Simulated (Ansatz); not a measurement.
Computed with frozen-core CCSD(T)/cc-pVDZ // PBE-D3(BJ)/def2-SVP (Ansatz, a first-principles code).

Ansatz 0.2 input:
```yaml
crystal:
  periodic: [false, false, false]
  atoms:
    - { symbol: B, position_ang: [0.114748, 2.334563, 0.968482] }
    - { symbol: C, position_ang: [0.022133, 1.102087, 0.016186] }
    - { symbol: C, position_ang: [-1.516487, 1.058709, -0.264869] }
    - { symbol: C, position_ang: [-1.879307, -0.119585, -1.183727] }
    - { symbol: C, position_ang: [-1.377041, -1.452391, -0.620591] }
    - { symbol: C, position_ang: [0.131859, -1.417175, -0.352673] }
    - { symbol: C, position_ang: [0.516948, -0.257358, 0.574474] }
    - { symbol: C, position_ang: [1.986802, -0.173166, 0.899982] }
    - { symbol: C, position_ang: [2.976408, -0.942055, 0.413297] }
    - { symbol: H, position_ang: [0.127601, 3.467941, 0.520766] }
    - { symbol: H, position_ang: [0.055706, 2.187369, 2.179529] }
    - { symbol: H, position_ang: [0.522222, 1.293085, -0.959809] }
    - { symbol: H, position_ang: [-1.855537, 2.01319, -0.719502] }
    - { symbol: H, position_ang: [-2.070293, 0.947992, 0.695335] }
    - { symbol: H, position_ang: [-2.97912, -0.148547, -1.335654] }
    - { symbol: H, position_ang: [-1.423976, 0.053878, -2.183899] }
    - { symbol: H, position_ang: [-1.625534, -2.280919, -1.316435] }
    - { symbol: H, position_ang: [-1.913496, -1.672844, 0.329765] }
    - { symbol: H, position_ang: [0.674212, -1.301477, -1.318206] }
    - { symbol: H, position_ang: [0.469828, -2.380984, 0.082878] }
    - { symbol: H, position_ang: [-0.01689, -0.404281, 1.545591] }
    - { symbol: H, position_ang: [2.248441, 0.634615, 1.611104] }
    - { symbol: H, position_ang: [4.022653, -0.780331, 0.715229] }
    - { symbol: H, position_ang: [2.788123, -1.762317, -0.297255] }
basis:
  gaussian: { orbitals: cc-pVDZ }
correlation:
  method: ccsd_t
```

Output:

```
Functional definition: HF
1827 factors; integrals over basis functions are off by at most 1.2e-3 eV
mean field evaluation 1: about -9146.8561 eV, gradient 3.9e1 eV
mean field evaluation 2: about -9147.2454 eV, gradient 3.9e1 eV
mean field evaluation 4: about -9152.3272 eV, gradient 5.9e0 eV
mean field evaluation 8: about -9152.4305 eV, gradient 2.3e-4 eV
mean field evaluation 16: about -9152.0438 eV, gradient 2.5e-1 eV
mean field -9152.43045489 eV, -336.3456154769 hartree, gradient 4.5e-6 eV, S^2 0.000000; 0 other end points of the search recorded, 0 dependent functions left out
9 core orbitals not correlated
reference -9152.43045489 eV, -336.3456154769 hartree; 25, 25 occupied and 167, 167 virtual orbitals, 1827 factors
second order -32.76009850 eV of doubles, -0.00000000 eV of singles
cycle   1  -34.48066990 eV  change    -1.7e0 eV  update   1.2e-1
cycle   2  -35.44492048 eV  change   -9.6e-1 eV  update   3.7e-2
cycle   3  -35.60424103 eV  change   -1.6e-1 eV  update   1.5e-2
cycle   4  -35.60540003 eV  change   -1.2e-3 eV  update   4.5e-3
cycle   5  -35.60752661 eV  change   -2.1e-3 eV  update   1.8e-3
cycle   6  -35.60768872 eV  change   -1.6e-4 eV  update   5.9e-4
cycle   7  -35.60734007 eV  change    3.5e-4 eV  update   2.6e-4
cycle   8  -35.60731592 eV  change    2.4e-5 eV  update   1.1e-4
cycle   9  -35.60731224 eV  change    3.7e-6 eV  update   4.7e-5
perturbative correction -1.24109895 eV, -0.0456095452 hartree
Total energy: -9189.27886607 eV, -337.6997696113 hartree
```

Cost: about 12 core-minutes (a rough figure).
